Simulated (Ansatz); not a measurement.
Reaction (formal hydrolysis of a Y–N bond): `[NH2][Y]([Cl])[Cl]` + H₂O → `[OH][Y]([Cl])[Cl]` + NH₃

Isolated molecules relaxed with PBE0-D4/def2-TZVP in Ansatz; ΔE leaves out vibrations. CCSD(T)/CBS is the MP2 limit (def2-TZVPP, def2-QZVPP) plus CCSD(T) − MP2 in def2-TZVPP, frozen cores. This one scheme is used for every species. def2 core potentials past Kr. For Y outer-core shells are correlated without core-valence functions, which leaves a few kJ/mol of doubt a bond. One conformer a species, not always the lowest.

`[NH2][Y]([Cl])[Cl]`:

```xyz
6

N    -0.478    1.076   -0.292
Y     0.352   -0.787    0.215
Cl    1.629   -1.931   -1.555
Cl   -0.068   -1.581    2.509
H    -0.405    1.547   -1.187
H    -1.030    1.676    0.310
```

H₂O:

Z-matrix (Å, degrees):
```
O
H 1 0.960
H 1 0.960 2 105.1
```

`[OH][Y]([Cl])[Cl]`:

Cartesian coordinates in Å:
```
O 0.559 -0.259 -1.339
Y -0.191 0.088 0.461
Cl 0.746 1.926 1.806
Cl -2.032 -1.329 1.278
H 0.919 -0.426 -2.206
```

NH₃:

Cartesian coordinates in Å:
```
N 0.240 0.143 0.037
H -0.552 0.763 -0.082
H 0.278 -0.452 -0.782
H 0.034 -0.454 0.828
```

| species | CCSD(T)/def2-TZVPP energy (Eh) |
| --- | --- |
| `[NH2][Y]([Cl])[Cl]` | -1013.71212 |
| H₂O | -76.33701 |
| `[OH][Y]([Cl])[Cl]` | -1033.60132 |
| NH₃ | -56.47595 |

**Question.** Work out ΔE.

**Answer.** ΔE = (-1033.60132) + (-56.47595) − (-1013.71212) − (-76.33701) = -0.02814 Eh = -73.9 kJ/mol. CCSD(T)/CBS gives -74.5 kJ/mol.

Largest T1 diagnostic among the species: 0.012.

Leaving LDA and LC-ωPBE aside and taking each functional with its dispersion term where it has one, the values, not all of them listed here, spread over 9.6 kJ/mol, from CAM-B3LYP-D4 to revPBE-D4. In def2-TZVPP, CCSD(T) changes the Hartree–Fock value by +7.1 kJ/mol (the triples alone add +0.7 kJ/mol) and MP2 by +5.7 kJ/mol. At CCSD(T), def2-SVP lies −10.6 kJ/mol from the extrapolated value and def2-TZVPP +0.7 kJ/mol.
